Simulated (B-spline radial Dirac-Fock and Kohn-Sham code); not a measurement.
**Elastic scattering of 247 eV electrons by the He atom**

These are calculated numbers from a radial finite-basis atomic code; the model is relativistic (Dirac) partial waves in the static field of the Dirac-Fock atom with Furness-McCarthy exchange, without polarisation or absorption potentials. Below a few hundred eV the neglected polarisation potential matters, most of all at small angles.

```csv
θ (°),dσ/dΩ (Å²/sr)
0,0.220
10,0.184
20,0.116
30,0.0640
40,0.0348
50,0.0198
60,0.0120
70,0.00778
80,0.00535
90,0.00389
100,0.00296
110,0.00235
120,0.00193
130,0.00165
140,0.00145
150,0.00131
160,0.00123
170,0.00118
180,0.00116
```

Q: What integrated cross sections go with this distribution?

A: The total elastic cross section is 0.199 Å², the first transport cross section 0.0561 Å² and the second, weighted with (3/2) sin²θ, 0.103 Å². The mean deflection is ⟨1 − cos θ⟩ = 0.282, and 6.7 % of the collisions scatter beyond 90°.
